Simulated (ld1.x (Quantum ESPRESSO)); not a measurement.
## Which change was made? (Co, PAW)

Co (Z = 27), PAW, made with ld1.x (Quantum ESPRESSO) 7.5 (PBEsol, scalar-relativistic). Core [Ar], reference 3d7 4s1.5 4p0.5. Waves: 4s (bound): rcut 2.30, rcutus 2.50 bohr; 4s channel at 0.05 Ry: rcut 2.30, rcutus 2.50 bohr; 4p (bound): rcut 2.60, rcutus 3.50 bohr; 4p channel at 0.3 Ry: rcut 2.60, rcutus 3.50 bohr; 3d (bound): rcut 1.40, rcutus 1.90 bohr; 3d channel at 2.4 Ry: rcut 1.40, rcutus 1.90 bohr. Local part: all-electron potential smoothed inside 1.90 bohr (lloc = -1). Core correction: a·sin(br)/r model core, default radius (ld1.x builds one for every PAW set, though the input has nlcc=.false.). Augmentation charge: PSQ, inside the norm-conserving radii.

Cutoffs, loose and tight: the cutoffs (Ry, on a coarse ladder) from which the occupation-weighted sum of valence levels, in a spherical-Bessel basis at the reference potential, stays within 10 and 1 mRy of its value at 400 Ry. They do not see the model core or the augmentation charge, which bear on the density cutoff. Test errors are all-electron minus pseudo excitation energies from the reference, over the configurations 3d7 4s2 4p0; 3d7 4s1 4p0; 3d7 4s0 4p0; 3d5 4s0 4p0; 3d7 4s0 4p2; 3d7.5 4s1.5 4p0; 3d7 4s1.5 4p0; variants that change the core or the reference have their own tests. The largest error is taken over the tests solved by every variant that gives reliable tests at all, those not shown here included: 3d7 4s0 4p0; 3d7 4s0 4p2; 3d7 4s1 4p0; 3d7 4s1.5 4p0; 3d7 4s2 4p0.

The base gives: outcome: generated; cutoff, loose: 30 Ry; cutoff, tight: 45 Ry; bound ghosts: none; largest test error (meV): -10.

Task: After one change the result is: outcome: generated; cutoff, loose: 30 Ry; cutoff, tight: 45 Ry; bound ghosts: none; largest test error (meV): -238. Which change was it?
A. reference 3d7 4s2 4p0
B. core [Ne], valence charge 17; reference 3s2 3p6 3d6 4s0 4p0; waves now 3s (bound): rcut 1.30, rcutus 1.45 bohr; 4s (bound): rcut 1.30, rcutus 1.45 bohr; 3p (bound): rcut 1.20, rcutus 1.40 bohr; 4p (bound): rcut 1.20, rcutus 1.40 bohr; 3d (bound): rcut 1.45, rcutus 1.75 bohr; 3d channel at 2.4 Ry: rcut 1.45, rcutus 1.75 bohr; local potential all-electron potential smoothed inside 1.75 bohr (lloc = -1); core correction a·sin(br)/r model core inside 0.85 bohr
C. waves 3d (bound): rcut 1.40, rcutus 2.66 bohr; 3d channel at 2.4 Ry: rcut 1.40, rcutus 2.66 bohr
D. all radii but the core radius scaled by about 0.87 (s 2.18, p 3.04, d 1.66 bohr, rcut 2.00/2.26/1.22); local potential all-electron potential smoothed inside 1.66 bohr (lloc = -1)

Result: A. The others give: waves 3d (bound): rcut 1.40, rcutus 2.66 bohr; 3d channel at 2.4 Ry: rcut 1.40, rcutus 2.66 bohr → outcome: generated; cutoff, loose: 15 Ry; cutoff, tight: 21 Ry; bound ghosts: none; largest test error (meV): -24 | core [Ne], valence charge 17; reference 3s2 3p6 3d6 4s0 4p0; waves now 3s (bound): rcut 1.30, rcutus 1.45 bohr; 4s (bound): rcut 1.30, rcutus 1.45 bohr; 3p (bound): rcut 1.20, rcutus 1.40 bohr; 4p (bound): rcut 1.20, rcutus 1.40 bohr; 3d (bound): rcut 1.45, rcutus 1.75 bohr; 3d channel at 2.4 Ry: rcut 1.45, rcutus 1.75 bohr; local potential all-electron potential smoothed inside 1.75 bohr (lloc = -1); core correction a·sin(br)/r model core inside 0.85 bohr → outcome: generated; cutoff, loose: 50 Ry; cutoff, tight: 80 Ry; bound ghosts: none; largest test error (meV): test run stopped at test 2 of 7 (negative rho) | all radii but the core radius scaled by about 0.87 (s 2.18, p 3.04, d 1.66 bohr, rcut 2.00/2.26/1.22); local potential all-electron potential smoothed inside 1.66 bohr (lloc = -1) → outcome: generated; cutoff, loose: 40 Ry; cutoff, tight: 70 Ry; bound ghosts: none; largest test error (meV): +2.3.
